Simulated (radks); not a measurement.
Values are calculated unless marked as measured or tabulated.
Problem. Rb I, 37 electrons, occupied as [Kr] 5s1. Code: a radial shooting solver on a logarithmic mesh with Libxc functionals. Model: Dirac Kohn-Sham, PBE, spin-unpolarised, spherical densities, point nucleus.

Spin-orbit splittings of the eigenvalues, e(l+1/2) - e(l-1/2), with zeta = 2 splitting/(2l+1) and mean radii in bohr:

shell  occ.  splitting (eV)  zeta (eV)  <r> j=l-1/2  <r> j=l+1/2
2p        6               ?          ?       0.1523       0.1563
3p        6           9.130      6.087       0.5116       0.5221
3d       10           1.550     0.6200       0.5231       0.5269
4p        6          0.8786     0.5857        1.701        1.740

Estimate the 2p splitting.

Solution. 60.78 eV (zeta = 40.52 eV).
